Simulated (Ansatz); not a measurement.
cyclo-(H2GeS)2 (Ge₂H₄S₂), 8 atoms. Hardware: 2 threads of AMD EPYC 7R13 on a shared host.

Problem. How many basis functions does each of these Ansatz runs have, and roughly what does it cost? HF/STO-3G, charge 0 singlet, energy; r2SCAN-D4/def2-TZVP, charge 0 triplet at the geometry of the charge 0 singlet, energy, from earlier orbitals; PBE0-D4/def2-SVP, charge 0 singlet, energy, from earlier orbitals; PBE-D4/def2-TZVP, charge 1 doublet at the geometry of the charge 0 singlet, energy, from earlier orbitals; CAM-B3LYP-D4/def2-TZVP, charge 0 singlet, energy, from earlier orbitals; PBE0-D4/def2-TZVPD, charge -1 doublet at the geometry of the charge 0 singlet, energy, from earlier orbitals; PBE0-D4/def2-SVP, charge -1 doublet at the geometry of the charge 0 singlet, energy with a search over starts; LC-ωPBE/def2-TZVP, charge 0 singlet, energy, from earlier orbitals; B97M-V/def2-TZVP, charge 0 singlet, energy, from earlier orbitals; PBE-D4/def2-SVP, charge 0 singlet, energy, from earlier orbitals; PBE0-D4/def2-TZVPD, charge 0 singlet, energy, from earlier orbitals; PBE-D4/def2-TZVPD, charge 0 singlet, energy, from earlier orbitals.

Solution. Other jobs shared the machine, so times can vary by a factor of up to 3. A dash marks memory too small to be measured apart from the calling script's.

```
                                                                                                          run  functions  fitting or Cholesky vectors  wall time  peak host memory (GiB)
                                                                          HF/STO-3G, charge 0 singlet, energy         58                          612     0.45 s                       –
                                             PBE-D4/def2-SVP, charge 0 singlet, energy, from earlier orbitals        120                         1344      1.5 s                       –
                                            PBE0-D4/def2-SVP, charge 0 singlet, energy, from earlier orbitals        120                         1146      2.5 s                       –
                                           LC-ωPBE/def2-TZVP, charge 0 singlet, energy, from earlier orbitals        194                         1414      3.7 s                       –
                                           PBE-D4/def2-TZVPD, charge 0 singlet, energy, from earlier orbitals        236                         1536        4 s                       –
    PBE-D4/def2-TZVP, charge 1 doublet at the geometry of the charge 0 singlet, energy, from earlier orbitals        194                         1414      5.5 s                       –
                                      CAM-B3LYP-D4/def2-TZVP, charge 0 singlet, energy, from earlier orbitals        194                         1496        6 s                    0.82
                                          PBE0-D4/def2-TZVPD, charge 0 singlet, energy, from earlier orbitals        236                         1686        8 s                       1
                                            B97M-V/def2-TZVP, charge 0 singlet, energy, from earlier orbitals        194                         1414      9.5 s                       –
PBE0-D4/def2-SVP, charge -1 doublet at the geometry of the charge 0 singlet, energy with a search over starts        120                         1146      9.5 s                       –
 r2SCAN-D4/def2-TZVP, charge 0 triplet at the geometry of the charge 0 singlet, energy, from earlier orbitals        194                         1414       18 s                       –
 PBE0-D4/def2-TZVPD, charge -1 doublet at the geometry of the charge 0 singlet, energy, from earlier orbitals        236                         1686       60 s                     1.9
```
